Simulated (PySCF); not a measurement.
C₂H₇FOSi₂, SMILES F[Si@@H](C)C(=O)[SiH3]. Geometry optimised at B3LYP-D3(BJ)/def2-SVP. The structure was generated by enumeration; whether it is a known compound was not checked. One conformer was computed; it need not be the lowest.

Give the equilibrium geometry at B3LYP-D3(BJ)/def2-SVP (PySCF confirms it by a frequency run) as bond lengths and angles. (An estimate is asked for; the answer gives what the named calculation found.)

Several could match; the one computed here: 
Atoms: C1 Si2 F3 C4 O5 Si6 H7 H8 H9 H10 H11 H12 H13. Bonds (Å): C1–Si2 1.863, C1–H7 1.102, C1–H8 1.101, C1–H9 1.101, Si2–F3 1.640, Si2–C4 1.933, Si2–H10 1.487, C4–O5 1.221, C4–Si6 1.952, Si6–H11 1.492, Si6–H12 1.488, Si6–H13 1.492. Bond angles (°): Si2–C1–H7 108.6, Si2–C1–H8 110.7, Si2–C1–H9 112.0, H7–C1–H8 108.2, H7–C1–H9 108.6, H8–C1–H9 108.6, C1–Si2–F3 110.8, C1–Si2–C4 109.5, C1–Si2–H10 113.0, F3–Si2–C4 106.0, F3–Si2–H10 107.9, C4–Si2–H10 109.3, Si2–C4–O5 116.8, Si2–C4–Si6 121.5, O5–C4–Si6 121.7, C4–Si6–H11 108.5, C4–Si6–H12 110.0, C4–Si6–H13 108.0, H11–Si6–H12 110.8, H11–Si6–H13 108.8, H12–Si6–H13 110.6.
Charge 0, spin multiplicity 1.
